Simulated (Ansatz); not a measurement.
A run on `NC1=C[Te]1` with other settings.

```yaml
crystal:
  periodic: [false, false, false]
  atoms:
    - {symbol: N, position_ang: [-0.429701, 1.167204, 0.110481]}
    - {symbol: C, position_ang: [-0.001781, -0.085172, -0.137372]}
    - {symbol: C, position_ang: [0.820420, -1.039562, 0.103449]}
    - {symbol: Te, position_ang: [-0.441143, -1.612748, -1.583330]}
    - {symbol: H, position_ang: [-1.360956, 1.393358, -0.193458]}
    - {symbol: H, position_ang: [-0.162376, 1.570678, 0.996250]}
    - {symbol: H, position_ang: [1.636735, -1.461759, 0.658179]}
basis:
  gaussian: {orbitals: def2-mTZVP}
hamiltonian: {xc: {name: PBE0-DH}, pseudopotentials: {relativity: none}}
```

```sh
$ ansatz run in.yaml --threads 2 --pin off --events-out ev --progress --plain --max-ram 4352MiB
```

Shortened log:

```
Functional definition: PBE0-DH
1030 factors; integrals over basis functions are off by at most 9.3e-4 eV
mean field evaluation 1: about -10889.7424 eV, gradient 4.9e1 eV
mean field evaluation 2: about -10889.8739 eV, gradient 4.8e1 eV
mean field evaluation 4: about -10895.0295 eV, gradient 7.5e0 eV
mean field evaluation 8: about -10895.1904 eV, gradient 6.0e-1 eV
mean field evaluation 16: about -10895.1913 eV, gradient 3.9e-4 eV
mean field -10895.19132176 eV, -400.3908960488 hartree, gradient 6.3e-6 eV, S^2 0.000000; 0 other end points of the search recorded, 0 dependent functions left out
7 core orbitals not correlated: weight in the atoms' cores, before any rotation towards them, 1.000 or more for the frozen orbitals, at most 0.000 for the correlated occupied ones
reference -10895.19133942 eV, -400.3908966977 hartree; 16, 16 occupied and 79, 79 virtual orbitals, 1030 factors
second order -20.57132161 eV of doubles, -0.00000000 eV of singles
Total energy: -10897.76275462 eV, -400.4853944634 hartree
```

Hardware: 2 threads of an Intel Xeon 6975P-C on a shared host. Wall time 1.4 s, peak host memory 0.21 GiB.
